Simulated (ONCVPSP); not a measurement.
# Configuration tests for Ni (ONCV)

ONCVPSP 4.0.1 input, shortened (lines: element, Z, core and valence counts, functional; n l f; lmax; l rc ep ncon nbas qcut; lloc lpopt rc5 dvloc0; l nproj debl; icmod fcfact rcfact), PBE, non-relativistic:

```
  Ni 28.00    3    4        4      upf
    1    0    2.00
    2    0    2.00
    2    1    6.00
    3    0    2.00
    3    1    6.00
    3    2    8.00
    4    0    2.00
    2
    0    1.30    0.00    4    8    7.90
    1    0.80    0.00    3    6   11.00
    2    1.60    0.00    5   10    7.70
    4    5    0.65    3.00
    0    2    1.20
    1    2    0.40
    2    2    0.40
    0    0.00    0.00
```

In the p channel the program set the typed energies aside and used -2.599, 0.250 Ha.

Energies are relative to the spin-unpolarised reference configuration 3s2 3p6 3d8 4s2; without spin polarisation the order of configurations can differ from experiment.

```csv
valence configuration,charge,ΔE all-electron (eV),error AE − PS (meV)
3s2 3p6 3d8 4s1,+1,9.151,+2.3
3s2 3p6 3d8 4s0,+2,26.222,+10
```

Problem. What are ΔE and the potential's error for 3s1 3p6 3d8 4s2?

Solution. ΔE = 116.411 eV all-electron; the error (AE − PS) is -634 meV.

Problem. What are ΔE and the potential's error for 3s2 3p6 3d7 4s0?

Solution. ΔE = 63.939 eV all-electron; the error (AE − PS) is +61 meV.

Levels in the configuration 3s1 3p6 3d8 4s2:

| level | all-electron (eV) | pseudo (eV) |
| --- | --- | --- |
| 3s | -125.399 | -126.670 |
| 3p | -87.882 | -88.798 |
| 3d | -25.400 | -25.284 |
| 4s | -14.892 | -14.934 |
